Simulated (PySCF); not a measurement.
A calculated (UHF, PySCF 2.14, def2-SVP, no relativity, point nucleus) atom or ion has these occupied shells.

```csv
shell,electrons,orbital energy (eV),"rms radius, mean of both spins (bohr)"
1s,2,-75.998,0.668
```

Question: Name the element and its charge.

Answer: Li+ (lithium, charge +1), in 1s2, closed-shell 1S.
